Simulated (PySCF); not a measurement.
PySCF input for Na(OH) (HNaO), SMILES [OH][Na], TDA-CAM-B3LYP/def2-TZVPD. Geometry: ωB97X-D3(BJ)/def2-TZVPD. The isomer is the one that the SMILES or the coordinates give; other isomers of the formula were not compared.

```python
import numpy as np
from pyscf import gto, scf, dft, tdscf

mol = gto.M(
    atom='''
    Na    0.00000000    0.00000000   -0.92386655
    O     0.00000000    0.00000000    1.02331020
    H     0.00000000    0.00000000    1.97605051
    ''',
    basis='def2-TZVPD',
    charge=0,
    spin=0,
    symmetry=True,
    symmetry_subgroup='C2v',
    max_memory=1600,
    verbose=4,
)
mf = dft.RKS(mol, xc='cam-b3lyp').density_fit(auxbasis='def2-universal-jkfit')
mf.grids.level = 3
mf.conv_tol = 1e-9
mf.max_cycle = 100
mf.kernel()
mf.grids = dft.Grids(mol).set(level=1).build(with_non0tab=True)  # coarser grid for the response kernel
td = tdscf.TDA(mf)
td.singlet = True
td.nstates = 10
td.conv_tol = 1e-4
td.positive_eig_threshold = 1e-6
td.kernel(x0=td.get_init_guess(mf, 15))
td.analyze()
tt = tdscf.TDA(mf)
tt.singlet = False
tt.nstates = 4
tt.conv_tol = 1e-4
tt.positive_eig_threshold = 1e-6
tt.kernel(x0=tt.get_init_guess(mf, 9))
tt.analyze(verbose=3)
```

Log of the run:

```
PySCF version 2.14.0

[INPUT] verbose = 4
[INPUT] num. atoms = 3
[INPUT] num. electrons = 20
[INPUT] charge = 0
[INPUT] spin (= nelec alpha-beta = 2S) = 0
[INPUT] symmetry True subgroup C2v
[INPUT] Mole.unit = angstrom
[INPUT] Symbol           X                Y                Z      unit          X                Y                Z       unit  Magmom
[INPUT]  1 Na     0.000000000000   0.000000000000  -0.923866550000 AA    0.000000000000   0.000000000000  -1.745854755147 Bohr   0.0
[INPUT]  2 O      0.000000000000   0.000000000000   1.023310200000 AA    0.000000000000   0.000000000000   1.933776018474 Bohr   0.0
[INPUT]  3 H      0.000000000000   0.000000000000   1.976050510000 AA    0.000000000000   0.000000000000   3.734194272207 Bohr   0.0

nuclear repulsion = 30.366136263331
point group symmetry = Coov, use subgroup C2v
symmetry origin: [0.00000000e+00 0.00000000e+00 5.66917846e-09]
symmetry axis x: [1. 0. 0.]
symmetry axis y: [0. 1. 0.]
symmetry axis z: [0. 0. 1.]
num. orbitals of irrep A1 = 39
num. orbitals of irrep A2 = 7
num. orbitals of irrep B1 = 19
num. orbitals of irrep B2 = 19
number of shells = 32
number of NR pGTOs = 122
number of NR cGTOs = 84
basis = def2-TZVPD
ecp = {}


[settings echo left out]
init E= -237.913351888114
HOMO (B1) = -0.458882973684138  LUMO (A1) = -0.0838886614459611  gap/eV = 10.20411
cycle= 1 E= -237.935197948155  delta_E= -0.0218  |g|= 1.01  |ddm|= 1.14
HOMO (B1) = -0.00762621296174903  LUMO (B2) = -0.00762621296174859  gap/eV = 0.00000

WARN: B1 HOMO -0.00762621296174903 > system LUMO -0.00762621296174859


WARN: B2 LUMO -0.00762621296174859 < system HOMO -0.00762621296174903

cycle= 2 E= -235.370810433884  delta_E= 2.56  |g|= 2.72  |ddm|= 3.46
HOMO (B2) = -0.340931368507596  LUMO (A1) = -0.0484848903791359  gap/eV = 7.95787
cycle= 3 E= -238.107333862824  delta_E= -2.74  |g|= 0.311  |ddm|=  3.3
HOMO (B2) = -0.244261964271667  LUMO (A1) = -0.0378138907288914  gap/eV = 5.61774
cycle= 4 E= -238.13323375271  delta_E= -0.0259  |g|= 0.0529  |ddm|= 0.295
HOMO (B2) = -0.244816150022879  LUMO (A1) = -0.0334027969861026  gap/eV = 5.75285
cycle= 5 E= -238.133910612233  delta_E= -0.000677  |g|= 0.0147  |ddm|= 0.0912
HOMO (B1) = -0.248540938502915  LUMO (A1) = -0.033072806106162  gap/eV = 5.86319
cycle= 6 E= -238.133953651354  delta_E= -4.3e-05  |g|= 0.00684  |ddm|= 0.0143
HOMO (B1) = -0.24983627633561  LUMO (A1) = -0.0331677526126697  gap/eV = 5.89585
cycle= 7 E= -238.133961713839  delta_E= -8.06e-06  |g|= 0.00272  |ddm|= 0.00368
HOMO (B1) = -0.25046650576536  LUMO (A1) = -0.0331750292551902  gap/eV = 5.91280
cycle= 8 E= -238.133963253711  delta_E= -1.54e-06  |g|= 0.000803  |ddm|= 0.002
HOMO (B1) = -0.250662296793313  LUMO (A1) = -0.0331882891502246  gap/eV = 5.91777
cycle= 9 E= -238.133963408189  delta_E= -1.54e-07  |g|= 0.000163  |ddm|= 0.000693
HOMO (B1) = -0.25070707344884  LUMO (A1) = -0.0331908818123665  gap/eV = 5.91892
cycle= 10 E= -238.133963416152  delta_E= -7.96e-09  |g|= 8.53e-06  |ddm|= 0.0002
HOMO (B1) = -0.250705094543546  LUMO (A1) = -0.0331904485471384  gap/eV = 5.91887
cycle= 11 E= -238.133963416204  delta_E= -5.26e-11  |g|= 1.14e-06  |ddm|= 1.66e-05
HOMO (B1) = -0.250704978820826  LUMO (A1) = -0.0331904237088736  gap/eV = 5.91887
Extra cycle  E= -238.133963416206  delta_E= -2.1e-12  |g|= 4.86e-07  |ddm|= 2.52e-06
converged SCF energy = -238.133963416206
tot grids = 13768
Overwritten attributes  positive_eig_threshold  of <class 'pyscf.tdscf.rks.TDA'>


******** <class 'pyscf.tdscf.rks.TDA'> for <class 'pyscf.df.df_jk.DFSymAdaptedRKS'> ********
nstates = 10 singlet
deg_eia_thresh = 1.000e-03
wfnsym = None
conv_tol = 0.0001
eigh lindep = 1e-12
eigh level_shift = 0
eigh max_cycle = 100


Excitation energies (eV)
[3.20763755 3.20764073 5.01064768 5.01085615 5.02713148 5.14433289
 5.1443357  5.36526051 6.14266563 6.14266848]

** Singlet excitation energies and oscillator strengths **
Excited State   1:   B1      3.20764 eV    386.53 nm  f=0.0177
      10 -> 11        0.68210
      10 -> 14        0.12689
      10 -> 18       -0.12524
Excited State   2:   B2      3.20764 eV    386.53 nm  f=0.0177
       9 -> 11        0.68210
       9 -> 14        0.12689
       9 -> 18       -0.12524
Excited State   3:   A1      5.01065 eV    247.44 nm  f=0.0000
       9 -> 13        0.43858
       9 -> 17        0.22315
      10 -> 12       -0.43858
      10 -> 16       -0.22315
Excited State   4:   A2      5.01086 eV    247.43 nm  f=0.0000
       9 -> 12        0.43850
       9 -> 16        0.22326
      10 -> 13        0.43853
      10 -> 17        0.22328
Excited State   5:   A2      5.02713 eV    246.63 nm  f=0.0000
       9 -> 12       -0.43778
       9 -> 16       -0.22217
      10 -> 13        0.43775
      10 -> 17        0.22216
Excited State   6:   B1      5.14433 eV    241.01 nm  f=0.0513
      10 -> 11       -0.11391
      10 -> 14        0.54766
      10 -> 15       -0.34376
      10 -> 18       -0.15654
      10 -> 19       -0.20182
Excited State   7:   B2      5.14434 eV    241.01 nm  f=0.0513
       9 -> 11        0.11391
       9 -> 14       -0.54766
       9 -> 15        0.34376
       9 -> 18        0.15654
       9 -> 19        0.20182
Excited State   8:   A1      5.36526 eV    231.09 nm  f=0.0260
       9 -> 13       -0.46764
       9 -> 17       -0.16822
      10 -> 12       -0.46764
      10 -> 16       -0.16822
Excited State   9:   B1      6.14267 eV    201.84 nm  f=0.0074
      10 -> 11       -0.11449
      10 -> 14        0.33313
      10 -> 15        0.60227
      10 -> 18       -0.10593
Excited State  10:   B2      6.14267 eV    201.84 nm  f=0.0074
       9 -> 11       -0.11449
       9 -> 14        0.33313
       9 -> 15        0.60227
       9 -> 18       -0.10593

** Transition electric dipole moments (AU) **
state          X           Y           Z        Dip. S.      Osc.
  1         0.4744      0.0000      0.0000      0.2250      0.0177
  2        -0.0000      0.4744      0.0000      0.2250      0.0177
  3        -0.0000     -0.0000      0.0000      0.0000      0.0000
  4        -0.0000      0.0000      0.0000      0.0000      0.0000
  5        -0.0000     -0.0000      0.0000      0.0000      0.0000
  6         0.6380      0.0000     -0.0000      0.4071      0.0513
  7         0.0000     -0.6380      0.0000      0.4071      0.0513
  8         0.0000      0.0000      0.4451      0.1981      0.0260
  9        -0.2218     -0.0000      0.0000      0.0492      0.0074
 10         0.0000     -0.2218      0.0000      0.0492      0.0074

** Transition velocity dipole moments (imaginary part, AU) **
state          X           Y           Z        Dip. S.      Osc.
  1         0.0482      0.0000      0.0000      0.0023      0.0131
  2        -0.0000      0.0482      0.0000      0.0023      0.0131
  3         0.0000     -0.0000      0.0000      0.0000      0.0000
  4        -0.0000     -0.0000      0.0000      0.0000      0.0000
  5         0.0000     -0.0000     -0.0000      0.0000      0.0000
  6         0.1081      0.0000     -0.0000      0.0117      0.0412
  7         0.0000     -0.1081      0.0000      0.0117      0.0412
  8         0.0000     -0.0000      0.0619      0.0038      0.0129
  9        -0.0456     -0.0000      0.0000      0.0021      0.0061
 10         0.0000     -0.0456      0.0000      0.0021      0.0061

** Transition magnetic dipole moments (imaginary part, AU) **
state          X           Y           Z
  1        -0.0000     -0.2383     -0.0000
  2         0.2383     -0.0000     -0.0000
  3        -0.0000     -0.0000      0.0000
  4        -0.0000      0.0000     -0.0000
  5         0.0000      0.0000      0.0000
  6         0.0000     -0.1972      0.0000
  7        -0.1972     -0.0000     -0.0000
  8        -0.0000     -0.0000      0.0000
  9        -0.0000      0.0054     -0.0000
 10        -0.0054     -0.0000     -0.0000


******** <class 'pyscf.tdscf.rks.TDA'> for <class 'pyscf.df.df_jk.DFSymAdaptedRKS'> ********
nstates = 4 triplet
deg_eia_thresh = 1.000e-03
wfnsym = None
conv_tol = 0.0001
eigh lindep = 1e-12
eigh level_shift = 0
eigh max_cycle = 100


Excitation energies (eV)
[3.13300829 3.13301114 4.92398748 4.96294996]

** Triplet excitation energies and oscillator strengths **
Excited State   1:   B1      3.13301 eV    395.74 nm  f=0.0000
Excited State   2:   B2      3.13301 eV    395.73 nm  f=0.0000
Excited State   3:   A1      4.92399 eV    251.80 nm  f=0.0000
Excited State   4:   A1      4.96295 eV    249.82 nm  f=0.0000
```

The run converged.

Cost: roughly 22 core-seconds.
